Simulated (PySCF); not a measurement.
# Stationary points of SbS₂⁻

Method: PySCF, PBE0, basis Sb def2-TZVPD with ECP28, S def2-TZVPD (scalar-relativistic core potentials, no spin–orbit coupling, density fitting).

Relaxations began from a few typed shapes. The search is not exhaustive: other isomers or separated fragments can lie lower, and high-lying points may rest on an excited occupation.

(1) Order these stationary points by electronic energy, lowest first, in kJ/mol from the lowest minimum.
A. singlet C2v: Sb–S 2.281 Å (×2); S–Sb–S 112.5°
B. singlet D∞h: Sb–S 2.389 Å (×2); S–Sb–S 180.0°

(2) Which of them are minima?

Results:

(1) A (0.0), B (200.0).

(2) By energy in kJ/mol, 0.0: minimum; 200.0: saddle point, 2 imaginary modes.

Counting electrons, antimony keeps 2 of its valence electrons outside its bonds, so the VSEPR class is AX2E1 and the expected shape is bent (C2v), as computed.

For the lowest minimum: the lowest empty level of this anion is unbound, so it and the gap depend on the basis.
